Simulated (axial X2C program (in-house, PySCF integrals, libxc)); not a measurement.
# Worked dissociation energy of CaNb: PBE0, without spin–orbit coupling

Computed with an in-house all-electron X2C program for linear molecules (integrals from PySCF). Spin-free means the one-electron spin-free X2C Hamiltonian. Basis: Nb dyall-v2z [9s10p7d2f], Ca dyall-v2z [9s9p3d] (cores contracted in-house); Gaussian nuclei, density fitting, unrestricted open shells. Masses: Nb 92.906 u, Ca 39.963 u.

Molecular state: M_S = 5/2, Λ = 2 (beyond evenly filled blocks: 2 × σα, π+α, π-α, δ+α).

| Quantity | Value |
| --- | --- |
| E(Nb) (2M_S = 5, M_L = 0) | -3819.062111 hartree |
| E(Ca) (2M_S = 0, M_L = 0) | -680.277931 hartree |
| E(CaNb) at Re | -4499.359700 hartree |
| ωe | 132.1 cm⁻¹ |
| ωexe | 0.637 cm⁻¹ |

Question: Work out De and D0.

Answer: De = -3819.062111 + (-680.277931) − (-4499.359700) = 0.01966 hartree = 0.535 eV. The zero-point energy is ωe/2 − ωexe/4 = 66 cm⁻¹ = 0.008 eV, so D0 = 0.527 eV.

De is counted from the lowest determinant-based energies of the atoms at the same level, without counterpoise correction. Without a current term, density functionals place determinants with orbital angular momentum somewhat too high. The atomic limit has a lower orbital projection than the molecule and lies lower at mean-field level, so De may be about a tenth of an eV too small. The state is one determinant with fixed occupations, lowest in a PBE0 search at one distance only: followed along the bond, the spin-free determinant M_S = 5/2, Λ = 0 reaches 0.13 eV lower at PBE0, at Re = 2.887 Å, so the state shown is not the lowest.

Each atomic determinant is the lowest at this level and need not be a pure term. Totals compare only within one Hamiltonian and basis.
